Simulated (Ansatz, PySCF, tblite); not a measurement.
Potential energy curve for C2, singlet.

- GFN2-xTB, 300 K electronic temperature (tblite)
- RHF/cc-pVDZ (Ansatz, a first-principles code)
- RKS-B3LYP/6-31G* = restricted B3LYP/6-31G*, spherical d (PySCF)

Energies are in kcal/mol, each relative to the lowest point of its own curve between 1.10 and 1.58 Å, where full CI is lowest.

| R / Å | GFN2-xTB | RHF | RKS-B3LYP/6-31G* |
|---|---|---|---|
| 1.10 | 4.0 | 60.8 | ___ |
| 1.20 | 0.0 | 23.2 | 3.0 |
| 1.27 | 11.7 | 6.6 | 0.0 |
| 1.33 | 27.1 | ___ | 4.1 |
| 1.40 | 48.8 | 0.0 | 13.9 |
| 1.43 | 58.7 | 1.8 | ___ |
| 1.49 | 79.0 | 7.8 | 30.9 |
| 1.52 | 89.2 | 11.7 | ___ |
| 1.58 | 109.2 | 20.9 | 50.1 |
| 1.65 | 127.1 | ___ | 65.2 |
| 1.70 | 134.8 | 42.6 | 75.7 |
| 1.80 | 150.1 | 62.2 | 95.5 |
| 1.90 | 165.4 | 81.8 | 113.3 |
| 2.05 | 187.1 | 110.1 | 135.9 |
| 2.20 | 206.7 | 128.6 | 154.3 |
| 2.45 | 233.7 | 141.8 | ___ |
| 2.70 | 253.6 | 146.5 | 193.6 |
| 2.97 | 268.0 | 148.9 | 205.9 |

Complete the blanks.


- 1.10, RKS-B3LYP/6-31G*: 30.7
- 1.33, RHF: 0.1
- 1.43, RKS-B3LYP/6-31G*: 19.2
- 1.52, RKS-B3LYP/6-31G*: 37.2
- 1.65, RHF: 33.2
- 2.45, RKS-B3LYP/6-31G*: 177.3

The scan ran from 1.10 to 5.21 Å; beyond the distances shown full CI changes its symmetry label. The restricted form behind RHF, RKS-B3LYP/6-31G* keeps the bonding electrons paired and can't separate into open-shell fragments.
